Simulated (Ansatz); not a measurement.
`F[SiH2][O][ZnH]` + silanol → `[SiH3][O][ZnH]` + `O[SiH2]F` at 400 K and 1 bar (ligand exchange at a Zn–O bond).

Program: Ansatz. Geometries: PBE0-D4/def2-TZVP. ΔE: electronic, gas phase. CCSD(T)/CBS adds triple-zeta CCSD(T) − MP2 to the extrapolated MP2 energy (def2 sets, frozen cores). For Zn outer-core shells are correlated without core-valence functions, which leaves a few kJ/mol of doubt a bond. Scalar relativity is left out up to krypton. One conformer a species, not always the lowest.

```csv
species,CCSD(T)/CBS energy (Eh),H − E (kJ/mol),S (J/(mol·K))
`F[SiH2][O][ZnH]`,-2244.35972,109.5,369.0
`O[SiH3]`,-366.69042,120.0,276.4
`[SiH3][O][ZnH]`,-2145.08513,119.0,356.6
`O[SiH2]F`,-465.96250,110.6,296.9
```

H − E and S are ideal-gas, rigid-rotor, harmonic terms from PBE0-D4/def2-TZVP, for one conformer and one mirror image of each species. 1 Eh = 2625.50 kJ/mol, R = 8.31446 J/(mol·K).

**Question.** By hand: ΔE, ΔH, ΔS and ΔG.

**Answer.** ΔE = (-2145.08513) + (-465.96250) − (-2244.35972) − (-366.69042) = 0.00251 Eh = 6.6 kJ/mol. Δ(H − E) = 119.0 + 110.6 − 109.5 − 120.0 = 0.1, so ΔH = 6.7 kJ/mol. ΔS = 356.6 + 296.9 − 369.0 − 276.4 = 8.1 J/(mol·K). ΔG = 6.7 − 400 × (8.1)/1000 = 3.5 kJ/mol.

**Question.** By hand: the equilibrium constant, and the temperature at which ΔG would vanish if ΔH and ΔS stayed fixed.

**Answer.** log₁₀ K = −ΔG/(RT ln 10) = -0.5. ΔG = 0 at ΔH/ΔS = 827 K, though so small a ΔH makes that figure unsure.

TΔS isn't small against ΔH here. The sign of ΔG lies within the doubt. A doubt of 5 kJ/mol in ΔE shifts log₁₀ K by 0.7 here. Other conformers and mirror images would add mixing entropy, several J/(mol·K) or more a flexible species. Modes under 60 cm⁻¹, often nearly free rotors, make the harmonic entropy too high. These are equilibria of isolated gas molecules and say nothing of rates. Largest T1 diagnostic: 0.016 (customary marks: 0.02 for closed shells, 0.045 for open ones).
